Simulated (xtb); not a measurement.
ClGa, charge +1, doublet, at a GFN2-xTB geometry (such geometries of metal compounds can be far from the true shape) (a state made from the parent by changing its charge; the spin is typed, not shown lowest), atoms displaced at random by about 0.1 Å a coordinate. Base run: xtb with GFN2-xTB.

The xtb input:
```
$ xtb mol.xyz --gfn 2 --chrg 1 --uhf 1 --opt --json

# file mol.xyz
2

Ga    -0.07849611    -0.09403506    -1.01552976
Cl     0.04201185    -0.22227569     1.23950196
```

The base run was repeated with changes; each row names its change, and settings that it needs were set with it.

```tsv
change	ΔE vs base (kJ/mol)	optimiser steps
base	0.00	5
opt level = extreme	0.00	5
opt level = tight	0.00	5
opt level = crude	0.02	3
opt level = lax	0.02	3
alpb = ether	-186.6	5
opt level = vtight	0.00	5
engine = lbfgs	0.00	-
opt level = loose	0.02	3
engine = inertial	0.00	-
```
